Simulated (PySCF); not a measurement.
HOSi, charge +1, multiplicity 1. Atoms are numbered in the order given.

```xyz
3

O      0.0000     0.0000     0.8973
Si     0.0000     0.0000    -0.6459
H      0.0000     0.0000     1.8646
```
Charge +1, spin multiplicity 1.

Coordinates come from a B3LYP-D3(BJ)/def2-TZVPD optimisation. The isomer is the one that the SMILES or the coordinates give; other isomers of the formula were not compared.

All values below come from PBE0/pcSseg-2 (PySCF).

GIAO shieldings, no solvent; atoms alike by connectivity are averaged. δ = σ(ref) − σ: ¹⁷O against H2O (σ = 327.8 ppm); ²⁹Si against TMS (σ = 341.9 ppm); ¹H against TMS (σ = 31.54 ppm), references at their B3LYP-D3(BJ)/def2-TZVP geometries, non-relativistic.

```tsv
atoms	nucleus	count	δ (ppm)
O1	¹⁷O	1	183.8
Si2	²⁹Si	1	-145.4
H3	¹H	1	?
```

What belongs in the gaps? (Estimate from the structure and the level; the computed values follow.)


- H3, δ (ppm): 6.39
